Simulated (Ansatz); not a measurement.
Mulliken charges of `[F][Ta](=[S])([Cl])[Cl]` from B3LYP/def2-TZVPP in Ansatz (PBE0-D4/def2-TZVP geometry).

| atom | x (Å) | y (Å) | z (Å) | charge (e) |
| --- | --- | --- | --- | --- |
| F1 | 0.303 | -0.211 | 1.892 | -0.279 |
| Ta2 | 0.023 | -0.024 | 0.069 | 0.844 |
| S3 | 1.437 | -1.263 | -0.955 | -0.194 |
| Cl4 | -2.073 | -0.709 | -0.483 | -0.185 |
| Cl5 | 0.360 | 2.133 | -0.565 | -0.185 |

Problem. By hand: the dipole of these point charges (1 e Å = 4.8032 D).

Solution. Σ q r = (-0.027, 0.020, -0.090) e Å, of length 0.096 e Å = 0.46 D.

Problem. How does the dipole of the full density compare? (An estimate is asked.)

Solution. Computed: (-0.205, 0.177, 0.064) e Å, 1.34 D; the point charges give 0.34 times that, at 83° from its direction.

Point charges leave out the atoms' own dipoles, such as those of lone pairs, and Mulliken's split depends on the basis, so the two needn't agree.

B3LYP here is the variant with VWN-RPA as its local correlation; programs differ in this.
